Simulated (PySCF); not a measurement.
# How the method changes the shape and vibrations of CH4OSi

All numbers below are calculated, not measured. The program is PySCF 2.14.0, an open-source quantum chemistry code, run on an isolated molecule that a program drew, which may never have been made. The molecule is CH4OSi (charge 0, singlet), drawn as the SMILES string `C=[SiH]O`.

The geometry was optimised and harmonic frequencies were computed with HF and MP2, all in the cc-pV(D+d)Z basis, for the commonest isotopes, with a restricted reference for singlets and an unrestricted one otherwise, and a frozen core in MP2. Each result is a local minimum of its method.

Geometry at the HF minimum:
```xyz
7
CH4OSi, angstrom
C    -1.7693   -0.9700    0.7182
Si   -1.4647    0.0281   -0.5999
O    -1.0425    1.6051   -0.5750
H    -2.0424   -2.0062    0.5501
H    -1.7145   -0.6575    1.7545
H    -1.5344   -0.3782   -2.0028
H    -0.9473    2.0469    0.2563
```

Lengths of the bonds as drawn, in Å (atoms numbered as above):
```
bond,HF,MP2
C1-Si2,1.681,1.703
Si2-O3,1.633,1.660
C1-H4,1.085,1.096
C1-H5,1.084,1.094
Si2-H6,1.462,1.468
O3-H7,0.946,0.967
```

Rotational constants, in GHz:
| constant | HF | MP2 |
|---|---|---|
| A | 34.51 | 34.39 |
| B | 6.977 | 6.745 |
| C | 5.804 | 5.639 |

Harmonic frequencies in cm^-1, each column in rising order, so a row needn't be the same motion in every method:
```
rank    HF   MP2
   1   286   261
   2   338   296
   3   456   385
   4   660   580
   5   690   638
   6   792   705
   7   844   796
   8   945   897
   9   955   926
  10  1121  1055
  11  1487     ?
  12  2423  2368
  13  3295  3195
  14  3386  3302
  15  4166  3879
```

**Estimate the missing MP2 frequency from the HF column.**

A single factor s that minimises the squared misfit of MP2 against s times HF over the other rows is sum(HF x MP2) / sum(HF^2) = 0.9543, with an rms misfit of 46 cm^-1. For rank 11 it gives 0.9543 x 1487 = 1419 cm^-1. The calculation gives 1372 cm^-1, 47 cm^-1 below the estimate. The drawn bonds are on average 1.3 % longer in MP2 than in HF.
